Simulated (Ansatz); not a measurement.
C2H10BNSi can be A, `CBN[SiH2]C`, or B, `CN(C)B[SiH3]`.

Gas-phase electronic energies from Ansatz, PBE0-D4/def2-TZVP geometries. CCSD(T)/CBS is the MP2 limit (def2-TZVPP, def2-QZVPP) plus CCSD(T) − MP2 in def2-TZVPP, frozen cores. Functionals use def2-TZVPP. B3LYP here is the variant with VWN-RPA as its local correlation; programs differ in this. Each species was taken in one conformer, which may not be the lowest.

A:

Z-matrix (Å, degrees):
```
C
B 1 1.569
H 1 1.096 2 109.5
H 1 1.095 2 110.2 3 115.4
H 1 1.093 2 115.7 3 -122.0
N 2 1.406 1 122.9 3 116.4
H 2 1.204 1 119.6 3 -63.2
Si 6 1.748 2 128.1 1 -0.3
H 6 1.009 2 116.2 1 -179.8
C 8 1.864 6 112.4 2 -70.2
H 8 1.489 6 106.0 2 169.4
H 8 1.487 6 109.9 2 52.1
H 10 1.092 8 110.9 6 60.5
H 10 1.093 8 110.6 6 -179.6
H 10 1.093 8 110.8 6 -59.5
```

B:

Z-matrix (Å, degrees):
```
C
N 1 1.449
H 1 1.088 2 109.9
H 1 1.096 2 110.6 3 -120.4
H 1 1.096 2 110.7 3 120.4
C 2 1.447 1 112.2 3 180.0
B 2 1.386 1 122.5 3 -0.0
H 6 1.096 2 110.6 1 -59.5
H 6 1.088 2 110.5 1 180.0
H 6 1.096 2 110.6 1 59.5
Si 7 2.016 2 126.7 1 -180.0
H 7 1.202 2 116.4 1 -0.0
H 11 1.493 7 116.5 2 -0.0
H 11 1.492 7 109.8 2 121.5
H 11 1.492 7 109.8 2 -121.5
```

(1) Which is lower in electronic energy at CCSD(T)/CBS, and by how much? (Estimate.)

(2) Give E(B) − E(A) in kcal/mol with ωB97M-V, CCSD/def2-TZVPP, PBE-D4, PBE0-D4, MP2/def2-TZVPP, r2SCAN-D4, B3LYP-D4. (Best estimate.)

Largest T1 diagnostic: 0.013.

## Answers

(1) The calculation gave: A, by 47.4 kcal/mol.

(2) Ansatz gave: ωB97M-V 48.7, CCSD/def2-TZVPP 46.9, PBE-D4 42.7, PBE0-D4 45.0, MP2/def2-TZVPP 49.0, r2SCAN-D4 47.5, B3LYP-D4 46.3. None reverses the order clearly.

In def2-TZVPP, CCSD(T) changes the Hartree–Fock value by −4.2 kcal/mol (the triples alone add −0.9 kcal/mol) and MP2 by −1.1 kcal/mol. From PBE to PBE0 (25 % exact exchange), in def2-TZVPP and without D4, E(B) − E(A) moves by +2.3 kcal/mol.
